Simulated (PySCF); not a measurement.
# J couplings in C$_{2}$H$_{6}$B$_{2}$F$_{2}$

Cartesian coordinates in Å; atom numbers follow the order of the lines, from 1:
```xyz
12

B    -1.4922    0.4043    0.7225
C    -0.6908    0.2791   -0.6077
C     0.5641   -0.5889   -0.5941
B     1.6356   -0.1169    0.4356
F     2.7528   -0.7885    0.6521
F     1.4746    0.9872    1.1488
H    -1.2530   -0.3055    1.6768
H    -2.4126    1.1862    0.8021
H    -0.4763    1.2970   -0.9828
H    -1.4394   -0.0971   -1.3378
H     0.3229   -1.6384   -0.3460
H     1.0530   -0.6461   -1.5842
```

Couplings: B3LYP/pcJ-1 (spin–dipole term only in couplings to heteroatoms) in PySCF 2.14.0 with density-fitted response routines, geometry PBE0-D3(BJ)/def2-SVP; gas phase, one conformer, non-relativistic. Couplings are averaged over pairs made equivalent by symmetry, fast rotation or ring inversion, so a value needn't be that of the named pair in this geometry, while other rotamers aren't included; one pair stands for each set, and the list holds those of at least 1.5 Hz over up to four bonds.

Isotopes: ¹¹B, ¹⁹F, ¹H, ¹³C.

```
    pair  bonds  J (Hz)
  B1, C2      1    50.8
  B1, H7      1       ?
  C2, C3      1    37.1
  C2, H9      1   119.0
  C3, B4      1    81.8
 C3, H11      1   123.1
  B4, F5      1       ?
  B1, H9      2       ?
  C2, H7      2     5.5
 C2, H11      2    -3.6
  C3, F5      2    27.6
  C3, H9      2    -2.2
 B4, H11      2    -7.5
  F5, F6      2       ?
  H7, H8      2       ?
 H9, H10      2   -23.5
H11, H12      2       ?
 B1, H11      3     7.3
  C2, F5      3       ?
  C3, H7      3       ?
  B4, H9      3     6.1
 F5, H11      3     3.4
  H7, H9      3     1.5
 H9, H11      3    10.3
 H9, H12      3     4.1
```

Q: Estimate the withheld couplings, with signs.

A: 
- ¹J(B1,H7) = 135.6 Hz (bond length 1.213 Å)
- ¹J(B4,F5) = -141.2 Hz (bond length 1.321 Å)
- ²J(B1,H9) = -5.0 Hz (angle at C2 108°)
- ²J(F5,F6) = -208.9 Hz (angle at B4 116°)
- ²J(H7,H8) = 5.2 Hz (angle at B1 118°)
- ²J(H11,H12) = -21.3 Hz (angle at C3 104°)
- ³J(C2,F5) = 3.7 Hz (mean over equivalent pairs that range from 0.2 to 7.2 Hz in this conformer)
- ³J(C3,H7) = 9.0 Hz (mean over equivalent pairs that range from 7.5 to 10.4 Hz in this conformer)
